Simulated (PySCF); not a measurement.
Al(H)(OEt)(NH2) (C2H8AlNO), SMILES CC[O][AlH][NH2].

Geometry: PBE0-D3(BJ)/def2-SVP. The structure was generated by enumeration; whether it is a known compound was not checked. The values are those of a single conformer.

Method: PBE0-D3(BJ)/def2-SVP run with PySCF 2.14.0.

Frequencies are harmonic and unscaled.

| mode | ν (cm⁻¹) | IR (km/mol) | Raman (Å⁴/amu) | depolarisation | moving atoms (share of kinetic energy) |
|---|---|---|---|---|---|
| 1 | 44 | 1.1 | 0.4 | 0.74 | H 38 %, C 36 %, N 19 % |
| 2 | 73 | 1.2 | 1.0 | 0.70 | H 35 %, C 27 %, N 24 %, O 9 % |
| 3 | 97 | 0.8 | 1.2 | 0.74 | H 34 %, O 31 %, Al 18 %, C 11 % |
| 4 | 237 | 9.5 | 0.8 | 0.75 | H 40 %, Al 24 %, O 20 %, N 12 % |
| 5 | 295 | 2.7 | 0.3 | 0.39 | H 77 %, O 10 % |
| 6 | 350 | 12.9 | 0.2 | 0.75 | H 84 %, Al 9 % |
| 7 | 415 | 228.3 | 0.1 | 0.71 | H 77 %, N 21 % |
| 8 | 442 | 9.8 | 0.1 | 0.36 | O 41 %, H 31 %, C 28 % |
| 9 | 511 | 71.3 | 1.9 | 0.74 | H 86 %, Al 12 % |
| 10 | 582 | 47.7 | 3.3 | 0.57 | H 77 %, N 14 % |
| 11 | 653 | 11.5 | 12.7 | 0.26 | H 40 %, C 21 %, Al 18 %, O 16 % |
| 12 | 741 | 158.8 | 8.6 | 0.23 | H 60 %, N 20 %, Al 15 % |
| 13 | 806 | 0.2 | 0.3 | 0.68 | H 92 % |
| 14 | 852 | 139.8 | 4.1 | 0.36 | Al 41 %, N 35 %, H 16 % |
| 15 | 953 | 34.8 | 5.8 | 0.68 | H 46 %, C 35 %, O 11 % |
| 16 | 1109 | 8.3 | 4.1 | 0.25 | C 55 %, H 42 % |
| 17 | 1176 | 6.8 | 0.5 | 0.73 | H 58 %, C 39 % |
| 18 | 1258 | 324.1 | 4.0 | 0.34 | O 48 %, C 37 %, H 13 % |
| 19 | 1312 | 31.1 | 8.9 | 0.73 | H 88 % |
| 20 | 1374 | 1.7 | 1.5 | 0.71 | H 80 %, C 19 % |
| 21 | 1415 | 39.0 | 4.5 | 0.60 | H 71 %, C 27 % |
| 22 | 1454 | 5.7 | 17.2 | 0.73 | H 97 % |
| 23 | 1471 | 0.1 | 21.1 | 0.75 | H 95 % |
| 24 | 1505 | 2.5 | 7.5 | 0.71 | H 92 % |
| 25 | 1527 | 59.2 | 4.9 | 0.74 | H 89 %, N 10 % |
| 26 | 1992 | 156.0 | 110.5 | 0.16 | H 96 % |
| 27 | 2999 | 83.4 | 119.9 | 0.15 | H 94 % |
| 28 | 3048 | 12.2 | 152.8 | 0.02 | H 97 % |
| 29 | 3058 | 46.3 | 131.2 | 0.62 | H 91 %, C 9 % |
| 30 | 3143 | 31.8 | 48.7 | 0.60 | H 91 %, C 9 % |
| 31 | 3155 | 19.7 | 78.0 | 0.73 | H 90 %, C 10 % |
| 32 | 3617 | 25.7 | 141.2 | 0.11 | H 96 % |
| 33 | 3709 | 27.7 | 82.7 | 0.74 | H 92 %, N 8 % |
